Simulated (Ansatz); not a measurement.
Compare A (`O[SiH](F)[SiH2]F`) with its isomer B (`F[SiH](F)O[SiH3]`).

Gas-phase electronic energies from Ansatz, PBE0-D4/def2-TZVP geometries. CBS: MP2 limit from def2 TZ/QZ plus the TZ coupled-cluster correction, frozen cores. DFT in def2-TZVPP. B3LYP here is the variant with VWN-RPA as its local correlation; programs differ in this. Each species was taken in one conformer, which may not be the lowest.

(1) Which isomer does CCSD(T)/CBS put lower? Give the gap. (An estimate is asked.)

(2) Give E(B) − E(A) in kJ/mol with HF/def2-TZVPP, r2SCAN-D4, ωB97M-V, CCSD(T)/def2-SVP, PBE-D4, B3LYP, CCSD(T)/def2-TZVPP. (Estimate.)

(3) Does the order hold for the free energy at 298.15 K (harmonic terms from PBE0-D4)? (Best estimate.)

Largest T1 diagnostic: 0.012.

Answers

(1) Computed: B, by 163.3 kJ/mol.

(2) Computed: HF/def2-TZVPP -190.1, r2SCAN-D4 -156.2, ωB97M-V -162.6, CCSD(T)/def2-SVP -163.1, PBE-D4 -130.6, B3LYP -157.5, CCSD(T)/def2-TZVPP -165.7. None reverses the order clearly.

(3) The calculation gave: Yes: G(B) − G(A) = -170.8 kJ/mol, for one conformer each. Modes under 60 cm⁻¹, often nearly free rotors, make the harmonic entropy too high.

From r2SCAN to r2SCAN0 (25 % exact exchange), in def2-TZVPP and without D4, E(B) − E(A) moves by −6.5 kJ/mol. Leaving LDA and LC-ωPBE aside and taking each functional with its dispersion term where it has one, the values, not all of them listed here, spread over 42.2 kJ/mol, from BHLYP-D4 to PBE-D4. LDA lies −7.7 kJ/mol from PBE without D4.
